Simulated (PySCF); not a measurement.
CoH3O3, SMILES [OH][Co]([OH])[OH] (connectivity only; charge and spin as stated), neutral, multiplicity 5. Atoms are numbered in the order given.

```xyz
7

Co     0.0078     0.0030     0.0000
O      1.1692    -1.3530     0.0000
H      0.8406    -2.2722     0.0000
O      0.7295     1.6352     0.0000
H      0.0924     2.3775     0.0000
O     -1.7606    -0.1779     0.0000
H     -2.2476    -1.0218     0.0000
```
Charge 0, spin multiplicity 5.

Geometry: PBE-D3(BJ)/def2-SVP. The multiplicity is an assumed one; other spin states were not compared. Other conformers were not sampled.

These are PBE-D3(BJ)/def2-SVP (PySCF 2.14.0) values and carry that method's errors.

Frequencies are harmonic and unscaled.

```json
[
 {"mode": "1", "ν (cm⁻¹)": "119", "IR (km/mol)": "66.6", "moving atoms (share of kinetic energy)": "H 66 %, Co 19 %, O 14 %"},
 {"mode": "2", "ν (cm⁻¹)": "119", "IR (km/mol)": "9.1", "moving atoms (share of kinetic energy)": "O 69 %, Co 17 %, H 15 %"},
 {"mode": "3", "ν (cm⁻¹)": "166", "IR (km/mol)": "5.1", "moving atoms (share of kinetic energy)": "O 72 %, Co 15 %, H 13 %"},
 {"mode": "4", "ν (cm⁻¹)": "205", "IR (km/mol)": "70.8", "moving atoms (share of kinetic energy)": "O 42 %, H 33 %, Co 25 %"},
 {"mode": "5", "ν (cm⁻¹)": "283", "IR (km/mol)": "31.1", "moving atoms (share of kinetic energy)": "H 91 %, O 9 %"},
 {"mode": "6", "ν (cm⁻¹)": "385", "IR (km/mol)": "157.6", "moving atoms (share of kinetic energy)": "H 86 %, O 13 %"},
 {"mode": "7", "ν (cm⁻¹)": "454", "IR (km/mol)": "136.6", "moving atoms (share of kinetic energy)": "H 81 %, O 18 %"},
 {"mode": "8", "ν (cm⁻¹)": "538", "IR (km/mol)": "124.0", "moving atoms (share of kinetic energy)": "H 73 %, O 26 %"},
 {"mode": "9", "ν (cm⁻¹)": "609", "IR (km/mol)": "1.3", "moving atoms (share of kinetic energy)": "O 90 %, H 9 %"},
 {"mode": "10", "ν (cm⁻¹)": "661", "IR (km/mol)": "81.5", "moving atoms (share of kinetic energy)": "H 46 %, O 43 %, Co 11 %"},
 {"mode": "11", "ν (cm⁻¹)": "680", "IR (km/mol)": "75.9", "moving atoms (share of kinetic energy)": "O 61 %, Co 30 %, H 9 %"},
 {"mode": "12", "ν (cm⁻¹)": "698", "IR (km/mol)": "33.6", "moving atoms (share of kinetic energy)": "H 56 %, O 26 %, Co 18 %"},
 {"mode": "13", "ν (cm⁻¹)": "3690", "IR (km/mol)": "99.3", "moving atoms (share of kinetic energy)": "H 94 %"},
 {"mode": "14", "ν (cm⁻¹)": "3715", "IR (km/mol)": "67.7", "moving atoms (share of kinetic energy)": "H 94 %"},
 {"mode": "15", "ν (cm⁻¹)": "3738", "IR (km/mol)": "93.6", "moving atoms (share of kinetic energy)": "H 94 %"}
]
```
